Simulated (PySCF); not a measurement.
2,2,2-trifluoroethanol (C2H3F3O), SMILES C(F)(F)(CO)F.

Geometry: B3LYP-D3(BJ)/def2-SVP. The values are those of a single conformer.

These are PySCF 2.14.0 with B3LYP-D3(BJ)/def2-SVP values and carry that method's errors.

Frequencies are harmonic and unscaled.

```json
[
 {"mode": "1", "ν (cm⁻¹)": "115", "IR (km/mol)": "3.9", "Raman (Å⁴/amu)": "0.1", "depolarisation": "0.74", "moving atoms (share of kinetic energy)": "F 33 %, O 32 %, H 22 %, C 13 %"},
 {"mode": "2", "ν (cm⁻¹)": "225", "IR (km/mol)": "5.5", "Raman (Å⁴/amu)": "0.2", "depolarisation": "0.70", "moving atoms (share of kinetic energy)": "F 50 %, O 35 %, H 11 %"},
 {"mode": "3", "ν (cm⁻¹)": "335", "IR (km/mol)": "44.1", "Raman (Å⁴/amu)": "0.9", "depolarisation": "0.74", "moving atoms (share of kinetic energy)": "H 47 %, F 40 %, C 9 %"},
 {"mode": "4", "ν (cm⁻¹)": "403", "IR (km/mol)": "63.9", "Raman (Å⁴/amu)": "2.5", "depolarisation": "0.73", "moving atoms (share of kinetic energy)": "H 46 %, F 39 %, C 9 %"},
 {"mode": "5", "ν (cm⁻¹)": "430", "IR (km/mol)": "35.0", "Raman (Å⁴/amu)": "1.5", "depolarisation": "0.48", "moving atoms (share of kinetic energy)": "F 41 %, O 28 %, H 22 %, C 8 %"},
 {"mode": "6", "ν (cm⁻¹)": "538", "IR (km/mol)": "1.2", "Raman (Å⁴/amu)": "0.8", "depolarisation": "0.73", "moving atoms (share of kinetic energy)": "F 82 %, H 9 %, C 8 %"},
 {"mode": "7", "ν (cm⁻¹)": "551", "IR (km/mol)": "12.0", "Raman (Å⁴/amu)": "1.3", "depolarisation": "0.54", "moving atoms (share of kinetic energy)": "F 75 %, C 16 %"},
 {"mode": "8", "ν (cm⁻¹)": "669", "IR (km/mol)": "30.3", "Raman (Å⁴/amu)": "2.2", "depolarisation": "0.67", "moving atoms (share of kinetic energy)": "F 57 %, C 31 %"},
 {"mode": "9", "ν (cm⁻¹)": "841", "IR (km/mol)": "17.2", "Raman (Å⁴/amu)": "5.1", "depolarisation": "0.05", "moving atoms (share of kinetic energy)": "F 64 %, C 27 %, H 9 %"},
 {"mode": "10", "ν (cm⁻¹)": "957", "IR (km/mol)": "50.3", "Raman (Å⁴/amu)": "2.5", "depolarisation": "0.67", "moving atoms (share of kinetic energy)": "H 52 %, C 29 %, F 17 %"},
 {"mode": "11", "ν (cm⁻¹)": "1128", "IR (km/mol)": "122.2", "Raman (Å⁴/amu)": "1.1", "depolarisation": "0.57", "moving atoms (share of kinetic energy)": "C 33 %, H 32 %, O 32 %"},
 {"mode": "12", "ν (cm⁻¹)": "1171", "IR (km/mol)": "60.5", "Raman (Å⁴/amu)": "5.2", "depolarisation": "0.58", "moving atoms (share of kinetic energy)": "H 47 %, C 36 %, O 11 %"},
 {"mode": "13", "ν (cm⁻¹)": "1220", "IR (km/mol)": "296.4", "Raman (Å⁴/amu)": "1.6", "depolarisation": "0.74", "moving atoms (share of kinetic energy)": "C 72 %, F 20 %"},
 {"mode": "14", "ν (cm⁻¹)": "1279", "IR (km/mol)": "128.3", "Raman (Å⁴/amu)": "1.3", "depolarisation": "0.73", "moving atoms (share of kinetic energy)": "C 56 %, H 36 %"},
 {"mode": "15", "ν (cm⁻¹)": "1313", "IR (km/mol)": "179.8", "Raman (Å⁴/amu)": "1.8", "depolarisation": "0.51", "moving atoms (share of kinetic energy)": "C 67 %, H 22 %, F 11 %"},
 {"mode": "16", "ν (cm⁻¹)": "1388", "IR (km/mol)": "47.4", "Raman (Å⁴/amu)": "7.2", "depolarisation": "0.74", "moving atoms (share of kinetic energy)": "H 77 %, C 16 %"},
 {"mode": "17", "ν (cm⁻¹)": "1446", "IR (km/mol)": "24.4", "Raman (Å⁴/amu)": "1.5", "depolarisation": "0.64", "moving atoms (share of kinetic energy)": "H 54 %, C 43 %"},
 {"mode": "18", "ν (cm⁻¹)": "1473", "IR (km/mol)": "1.0", "Raman (Å⁴/amu)": "11.0", "depolarisation": "0.72", "moving atoms (share of kinetic energy)": "H 91 %, C 9 %"},
 {"mode": "19", "ν (cm⁻¹)": "3009", "IR (km/mol)": "37.6", "Raman (Å⁴/amu)": "107.0", "depolarisation": "0.15", "moving atoms (share of kinetic energy)": "H 94 %"},
 {"mode": "20", "ν (cm⁻¹)": "3120", "IR (km/mol)": "9.9", "Raman (Å⁴/amu)": "73.5", "depolarisation": "0.43", "moving atoms (share of kinetic energy)": "H 91 %, C 9 %"},
 {"mode": "21", "ν (cm⁻¹)": "3804", "IR (km/mol)": "46.1", "Raman (Å⁴/amu)": "59.4", "depolarisation": "0.27", "moving atoms (share of kinetic energy)": "H 94 %"}
]
```
